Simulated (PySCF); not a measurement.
PBE0 on C- (carbon, charge -1), [He] 2s2 2p3, high-spin 4S determinant. Calculation: PySCF 2.14, in dyall-av2z; the non-relativistic Hamiltonian (point nucleus).

```
cycle= 1 E= -37.85827873631  delta_E= -0.00413  |g|= 0.0141  |ddm|= 0.13
cycle= 2 E= -37.8582494843539  delta_E= 2.93e-05  |g|= 0.0153  |ddm|= 0.0305
cycle= 3 E= -37.8584430585226  delta_E= -0.000194  |g|= 0.00233  |ddm|= 0.0191
cycle= 4 E= -37.8584479546384  delta_E= -4.9e-06  |g|= 0.000243  |ddm|= 0.00321
cycle= 5 E= -37.8584480362305  delta_E= -8.16e-08  |g|= 2.73e-05  |ddm|= 0.000611
cycle= 6 E= -37.8584480368825  delta_E= -6.52e-10  |g|= 1.55e-06  |ddm|= 3.7e-05
converged SCF energy = -37.8584480368825  <S^2> = 3.7526819  2S+1 = 4.0013407
```

Highest occupied orbital energy: 0.866 eV; ⟨L²⟩ = 0.00; populations by l: s 4.00, p 3.00, d 0.00.

(1) Can this result be used?

## Answers

(1) With care. The calculation finished and met its thresholds. At PBE0 the highest occupied level has a positive energy, so only the finite basis holds that electron; in a semilocal or global hybrid functional this comes from self-interaction and does not mean that the real anion is unbound.
